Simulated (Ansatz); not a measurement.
Basis-set series for `C[SiH2][S][Ti]([Cl])([Cl])[Cl]`. Charge 0, multiplicity 1. The geometry is a stationary point of PBE0-D4/def2-TZVP. It is one conformer, not always the lowest.

```
functional       basis  functions  energy (Eh)  HOMO (eV)  LUMO (eV)
   PBE0-D4  def2-TZVPP        375  -2958.28947      -8.09      -3.44
   PBE0-D4  def2-QZVPP        650  -2958.37018      -8.10      -3.45
   ωB97M-V  def2-TZVPP        375  -2959.03781     -10.18      -1.33
   ωB97M-V  def2-QZVPP        650  -2959.11393     -10.20      -1.36
```

Problem. Give the rows for def2-SVP. (An estimate is asked.)

Solution. Ansatz gave: 
| functional | basis | functions | energy (Eh) | HOMO (eV) | LUMO (eV) |
| --- | --- | --- | --- | --- | --- |
| PBE0-D4 | def2-SVP | 160 | -2957.41541 | -8.07 | -3.52 |
| ωB97M-V | def2-SVP | 160 | -2958.16765 | -10.10 | -1.34 |

Scalar relativity is left out up to krypton.
